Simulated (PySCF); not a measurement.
**Question.** What does the PBE0-D3(BJ)/def2-SVP structure of `C1=NC2=NSN=C2N=N1` look like in three dimensions?

**Answer.** 
```xyz
10
C3HN5S angstrom
C     -1.3585   -0.1250   -1.1290
N     -1.2062    1.2173   -0.8638
N     -0.2857    1.6237   -0.0685
C      0.5055    0.6662    0.4786
N      1.5077    0.9091    1.3238
S      2.1297   -0.5418    1.6801
N      1.1848   -1.5261    0.8037
C      0.3177   -0.7278    0.1789
N     -0.6579   -1.1222   -0.6604
H     -2.1775   -0.3459   -1.8209
```

Any rigid rotation of these coordinates is as good. Atoms count from 1 in this order. N2 (pyridine-type nitrogen) is bent (angle 120.5°). N5 (pyridine-type nitrogen) is bent (angle 105.4°). The 6-membered ring C1–N2–N3–C4–C8–N9 has internal angles of 112.9° to 128.0°; it is planar, 0.00 Å rms from its mean plane, widest ring torsion 0°. S6 (ring sulfur) is bent (angle 101.6°).

Bonds between heavy atoms (Å): C1–N2 1.377, N2–N3 1.283, N3–C4 1.357, C4–N5 1.333, N5–S6 1.618, S6–N7 1.622, N7–C8 1.334, C8–N9 1.346, C1–N9 1.306, C4–C8 1.438.

The calculation used PBE0-D3(BJ)/def2-SVP geometry optimisation, gas phase (PySCF).

Point group: Cs (every atom within 0.08 Å of its image). Stationary, but not proved a minimum.

Time: 67 s of wall time; peak memory 0.70 GiB. Hardware: one thread, Intel Xeon Platinum 8559C (x86_64), shared host with 192 logical CPUs at a one-minute load of 39. These figures are those of the optimisation.
